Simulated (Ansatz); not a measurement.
A structure relaxed at r2SCAN-D4/def2-SVP in Ansatz, charge 0, doublet:

Cartesian coordinates in Å:
```
Cr 1.0400 0.9892 -1.7470
Cr 0.6254 -0.0030 0.6723
Cr -0.6033 -0.9785 -1.3961
N -1.0954 -0.9634 0.6580
N -0.9182 -0.5088 1.7519
N 0.9516 1.4645 0.0609
```

(1) Give its formula.

(2) Summarise the bond lengths by kind (pairs closer than 1.2 times the sum of covalent radii, bridged metal pairs left out).

Answers

(1) the cluster Cr3N3.

(2) 5 × Cr–N 1.62 to 2.11 Å; 1 × N–N 1.20 Å; 1 × Cr–Cr 2.59 Å.

The charge 0 doublet is spin-contaminated (final ⟨S²⟩ up to 5.68, 0.75 for a pure state). Another isomer (doublet) lies 0.77 eV lower at PBE0-D4/def2-TZVP; other spin states weren't run for this one.
